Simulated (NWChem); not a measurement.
# C2H5FOSi; SMILES C=C[SiH](O)F

```xyz
10

Si     0.0030    -0.5201    -0.3964
O      0.8580    -1.6732     0.4273
F     -1.5147    -0.4265     0.1567
C      0.7274     1.1791    -0.1900
C      0.0195     2.2083     0.2959
H     -0.0347    -1.0049    -1.7909
H      1.0907    -1.4631     1.3430
H      1.7667     1.3531    -0.4766
H      0.4422     3.2047     0.4173
H     -1.0208     2.0926     0.5926
```
Atoms are numbered in this order, from 1.

Program: NWChem. Medium grid unless said otherwise, to which SCAN and Minnesota functionals are sensitive. Structure relaxed at the B3LYP/6-31G* (spherical d) level. Total energies of different functionals are on different scales.

| level | energy (Ha) | highest occupied level (eV) | orbital gap (eV) | dipole (D) |
|---|---|---|---|---|
| PBE/def2-TZVP | -543.5617 | -7.19 | 5.29 | 2.18 |
| B3LYP/def2-TZVP | -544.0256 | -8.09 | 6.96 | 2.26 |
| CAM-B3LYP/def2-TZVP | -543.9175 | ___ | ___ | 2.30 |
| PBE0/def2-TZVP | -543.6002 | -8.34 | 7.43 | 2.28 |
| r2SCAN/def2-TZVP | -543.8461 | -7.42 | 5.73 | 2.24 |
| BLYP/def2-TZVP | -543.9388 | -7.01 | 5.25 | 2.18 |

Problem. Some entries are withheld; supply them.

Solution. 
- CAM-B3LYP/def2-TZVP, highest occupied level (eV): -9.68
- CAM-B3LYP/def2-TZVP, orbital gap (eV): 9.90
